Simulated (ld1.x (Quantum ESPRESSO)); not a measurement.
## An all-electron radial function and its pseudo partner (Ru)

Columns: radius, all-electron u(r) and pseudo u(r) of the 4p shell (level -43.70 eV) of ruthenium in the configuration [Ar] 3d10 4s2 4p6 4d8 5s0 5p0; PBEsol, scalar-relativistic, PAW scheme, ld1.x (Quantum ESPRESSO) 7.5.

```json
{"r (bohr)": "0.095", "all-electron": "0.3281", "pseudo": "0.0217"}
{"r (bohr)": "0.190", "all-electron": "-0.2552", "pseudo": "0.0847"}
{"r (bohr)": "0.285", "all-electron": "-0.5661", "pseudo": "0.1831"}
{"r (bohr)": "0.380", "all-electron": "-0.4216", "pseudo": "0.3077"}
{"r (bohr)": "0.475", "all-electron": "-0.0565", "pseudo": "0.4470"}
{"r (bohr)": "0.570", "all-electron": "0.3358", "pseudo": "0.5887"}
{"r (bohr)": "0.665", "all-electron": "0.6592", "pseudo": "0.7205"}
{"r (bohr)": "0.760", "all-electron": "0.8841", "pseudo": "0.8318"}
{"r (bohr)": "0.855", "all-electron": "1.0138", "pseudo": "0.9146"}
{"r (bohr)": "0.950", "all-electron": "1.0650", "pseudo": "0.9642"}
{"r (bohr)": "1.045", "all-electron": "1.0586", "pseudo": "0.9792"}
{"r (bohr)": "1.140", "all-electron": "1.0133", "pseudo": "0.9619"}
{"r (bohr)": "1.235", "all-electron": "0.9442", "pseudo": "0.9172"}
{"r (bohr)": "1.330", "all-electron": "0.8627", "pseudo": "0.8521"}
{"r (bohr)": "1.425", "all-electron": "0.7767", "pseudo": "0.7744"}
{"r (bohr)": "1.520", "all-electron": "0.6913", "pseudo": "0.6918"}
{"r (bohr)": "1.615", "all-electron": "0.6100", "pseudo": "0.6104"}
{"r (bohr)": "1.710", "all-electron": "0.5346", "pseudo": "0.5346"}
{"r (bohr)": "1.805", "all-electron": "0.4658", "pseudo": "0.4658"}
{"r (bohr)": "1.900", "all-electron": "0.4041", "pseudo": "0.4041"}
{"r (bohr)": "1.995", "all-electron": "0.3493", "pseudo": "0.3493"}
{"r (bohr)": "2.090", "all-electron": "0.3011", "pseudo": "0.3011"}
{"r (bohr)": "2.185", "all-electron": "0.2589", "pseudo": "0.2589"}
{"r (bohr)": "2.280", "all-electron": "0.2221", "pseudo": "0.2221"}
{"r (bohr)": "2.375", "all-electron": "0.1902", "pseudo": "0.1902"}
{"r (bohr)": "2.470", "all-electron": "0.1626", "pseudo": "0.1626"}
```

Question: How many radial nodes do the two functions have?

Answer: The all-electron 4p function has n − l − 1 = 2; the pseudo-wave has 0, since the states of the same l below it are removed with the core.

Question: At about which radius was the pseudo-wave matched?

Answer: 1.75 bohr. The columns agree to 0.0005 from 1.52 bohr on; several derivatives are matched, so the curves merge somewhat inside the radius.

Question: Is the pseudo-wave norm-conserving?

Answer: No, it belongs to a PAW set: the norm inside the radius is not constrained, and the difference is carried by the augmentation charge.
